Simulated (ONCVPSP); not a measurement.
Potentials for silver (Ag) compared

Generated with ld1.x 7.5 (TM, RRKJ, ultrasoft, PAW), atompaw 4.2 or ONCVPSP 4.0.1. The cutoff is in Ry: for ld1.x and atompaw files where the sum of valence levels is converged to 10 mRy in a Bessel basis, for ONCV files where the hardest occupied wave has 1 mHa per electron of residual kinetic energy. The error is the largest all-electron minus pseudo excitation energy over each file’s own four to seven test configurations (ionisations up to +4, promotions, holes and added fractions of an electron), all of which were solved. The labels leave out finer settings (local radius, basis sizes, second energies), which also bear on the numbers. Spin-polarised tests are not counted. The rows are a selection from randomly drawn settings: files with unsolved tests, undetermined cutoffs or missed reference levels are left out.

A true bound ghost makes a file unfit for plane-wave use even where its test errors are small: the radial tests pick states by their node count and pass the ghost by.

| potential | cutoff (Ry) | largest error (meV) | bound ghosts |
| --- | --- | --- | --- |
| ONCV, PBEsol, scalar-relativistic, rc 1.35/1.25/1.25 (spd), local d, core correction no, reference 4s2 4p6 4d10 5s1, qcut 7.7/13.6/14.7, projectors 3/2/0 | 122 | -3.5 | none |
| ONCV, PBE, scalar-relativistic, rc 2.45/2.60/1.45 (spd), local smoothed, core correction no, reference 4d10 5s1, qcut 2.9/3/12.7, projectors 2/2/2 | 70 | -59 | s, p |
| ONCV, LDA (Perdew-Zunger), scalar-relativistic, rc 1.65/1.00/1.55 (spd), local smoothed, core correction yes, reference 4s2 4p6 4d10 5s0.5, qcut 7.1/7.7/11.5, projectors 2/2/1 | 245 | -384 | none |

Task: Fill in the row for Ag: ONCV, PBE, scalar-relativistic, rc 1.55/0.95/1.40 (spd), local smoothed, core correction yes, reference 4s2 4p6 4d9 5s2, qcut 9.9/7.1/9.9, projectors 2/2/1.

Result: cutoff 280 Ry, largest error -6.2 meV, bound ghosts: none.

Task: Fill in the row for Ag: ONCV, LDA (Perdew-Wang 92), scalar-relativistic, rc 2.55/2.10/1.45 (spd), local smoothed, core correction no, reference 4d10 5s1, qcut 3/3.2/10.5, projectors 2/2/1.

Result: cutoff 69 Ry, largest error -91 meV, bound ghosts: s.
